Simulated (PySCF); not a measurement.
# Phosphorus: a sound run and one with changed settings

Sound run: P²⁺ [Ne] 3s2 3p1, P³⁺ [Ne] 3s2. All numbers are calculated (PySCF 2.14, the non-relativistic Hamiltonian (point nucleus), in aug-cc-pV(D+d)Z (5s4p3d, 32 functions)). In the sound run the correlated levels freeze [Ne]. The sound run starts from symmetry-adapted Hartree-Fock orbitals and uses a fine grid where one is needed.

A second run was set up differently.

```tsv
species	method	sound run (hartree)	changed run (hartree)	converged
P²⁺	MP2	-339.67958	-339.73176	yes
P²⁺	CCSD(T)	-339.70068	-339.75211	yes
P³⁺	MP2	-338.58580	-338.63844	yes
P³⁺	CCSD(T)	-338.60165	-338.65364	yes
```

Ionisation energy of P²⁺:

```json
{"method": "UHF", "sound run (eV)": "29.580", "changed run (eV)": "29.580"}
{"method": "MP2", "sound run (eV)": "29.763", "changed run (eV)": "29.751"}
{"method": "SCS-MP2", "sound run (eV)": "29.744", "changed run (eV)": "29.732"}
{"method": "CCSD", "sound run (eV)": "29.888", "changed run (eV)": "29.877"}
{"method": "CCSD(T)", "sound run (eV)": "29.906", "changed run (eV)": "29.891"}
```

(1) What was changed?
A. basis contracted for another Hamiltonian
B. level shift left on
C. minimal basis
D. all electrons correlated in a valence basis

Answers

(1) D. A valence basis has no tight correlating functions, so it recovers only part of the core correlation, and not evenly between atom and ion.
